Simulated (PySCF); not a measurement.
SiH3Cl, SMILES [SiH3]Cl. Atoms are numbered in the order given.

```xyz
5

Si     0.0000     0.0000    -0.9919
Cl     0.0000     0.0000     1.0744
H      1.2122     0.6999    -1.4596
H     -1.2122     0.6999    -1.4596
H      0.0000    -1.3997    -1.4596
```
Charge 0, spin multiplicity 1.

Coordinates come from a B3LYP-D3(BJ)/def2-TZVP optimisation. The isomer is the one that the SMILES or the coordinates give; other isomers of the formula were not compared.

These are HF/pcSseg-2 (PySCF) values and carry that method's errors.

GIAO shieldings, no solvent; atoms alike by connectivity are averaged. δ = σ(ref) − σ: ²⁹Si against TMS (σ = 383.2 ppm); ³⁵Cl against HCl (σ = 947.2 ppm); ¹H against TMS (σ = 31.98 ppm), references at their B3LYP-D3(BJ)/def2-TZVP geometries, non-relativistic (without spin–orbit terms, shifts of atoms bonded to Cl or Br come out too high).

Computed chemical shifts:
```tsv
nucleus	atoms	count	δ (ppm)
²⁹Si	Si1	1	-39.3
³⁵Cl	Cl2	1	-104.4
¹H	H3, H4, H5	3	4.78
```
